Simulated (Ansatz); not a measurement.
Calculated with Ansatz (gas phase, PBE0-D4/def2-TZVP geometries, no zero-point term in ΔE). CCSD(T)/CBS adds triple-zeta CCSD(T) − MP2 to the extrapolated MP2 energy (def2 sets, frozen cores). DFT in def2-TZVPP. B3LYP here is the variant with VWN-RPA as its local correlation; programs differ in this. def2 core potentials past Kr. For Ge, Sn outer-core shells are correlated without core-valence functions, which leaves a few kJ/mol of doubt a bond. Scalar relativity is left out up to krypton. Each species was taken in one conformer, which may not be the lowest.

Reaction (ligand exchange at the Si–O bond): `[SiH3]O[SiH2][GeH3]` + `N=[CH][SnH3]` → `[SiH3]/N=[CH]\[SnH3]` + `O[SiH2][GeH3]`

CCSD(T)/CBS gives +70.4 kJ/mol.

(1) Another level gave +67.6 kJ/mol. Which?
A. B3LYP-D4/def2-TZVPP
B. PBE-D4/def2-TZVPP
C. ωB97X-V/def2-TZVPP
D. HF/def2-TZVPP

Largest T1 diagnostic among the species: 0.015.

Answers

(1) A. B3LYP-D4 67.6, HF/def2-TZVPP 91.0, ωB97X-V 71.8, PBE-D4 55.3 kJ/mol.

In def2-TZVPP, CCSD(T) changes the Hartree–Fock value by −18.7 kJ/mol (the triples alone add −4.2 kJ/mol) and MP2 by −21.0 kJ/mol. From PBE to PBE0 (25 % exact exchange), in def2-TZVPP and without D4, ΔE moves by +7.3 kJ/mol. The D4 term adds −3.5 kJ/mol with B3LYP and −1.7 kJ/mol with PBE0; it sums over pairs of atoms, weighted by their polarisabilities, and B3LYP, whose exchange is more repulsive, gets the larger term.

CCSD(T)/CBS has its own doubt, a few kJ/mol and more with outer-core shells, so smaller differences from it don't rank the levels.
